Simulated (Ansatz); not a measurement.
H$_{2}$Se, charge -1, doublet, at the geometry of the source list (a state made from the parent by changing its charge; the spin is typed, not shown lowest) (a gas-phase anion, which may not be bound at this level). Base run: HF/cc-pVDZ (Ansatz, a quantum-chemistry and plane-wave program).

Here is a job for Ansatz.
Ansatz 0.2 input:
```yaml
crystal:
  periodic: [false, false, false]
  atoms:
    - {symbol: Se, position_ang: [-0.00260000, 0.66900000, 0.00000000]}
    - {symbol: H, position_ang: [-1.03130000, -0.33780000, 0.00000000]}
    - {symbol: H, position_ang: [1.03390000, -0.33120000, -0.00000000]}
basis:
  gaussian:
    orbitals: cc-pVDZ
hamiltonian:
  xc: hf
total_charge: -1
magnetization: {spin_polarized: true, initial_magnetization: 1}
```

Variants of this job, named by their change:

```
change                                                                basis functions       E (Eh)
--------------------------------------------------------------------  ---------------  -----------
base                                                                               37  -2400.83874
basis = cc-pVDZ-DK; relativity = spin-free X2C; nucleus = Gaussian                 37  -2428.99736
basis = cc-pVDZ-DK; relativity = none                                              37  -2384.07459
basis = ANO-RCC-VDZP; relativity = spin-free X2C                                   37  -2429.18564
basis = x2c-TZVPall; relativity = spin-free X2C                                    60  -2429.13934
basis = x2c-TZVPall; relativity = spin-free X2C; nucleus = Gaussian                60  -2429.12376
basis = ANO-RCC-VDZP; relativity = none                                            37  -2382.27984
basis = ANO-RCC-VDZP; relativity = spin-free X2C; nucleus = Gaussian               37  -2429.16692
basis = cc-pVDZ-DK; relativity = spin-free X2C                                     37  -2429.01342
basis = x2c-TZVPall; relativity = none                                             60  -2387.28782
```

Total energies compare only within one method and basis.

Ansatz warned in this series: the basis is contracted for relativity, which the run leaves out.

A gas-phase anion may not be bound at this level; its values then depend on the basis.

Basis sets contracted for a relativistic Hamiltonian are a mismatch without it, so the rows without relativity aren't non-relativistic limits. No row has spin-orbit coupling; sets with core potentials leave out the core electrons.
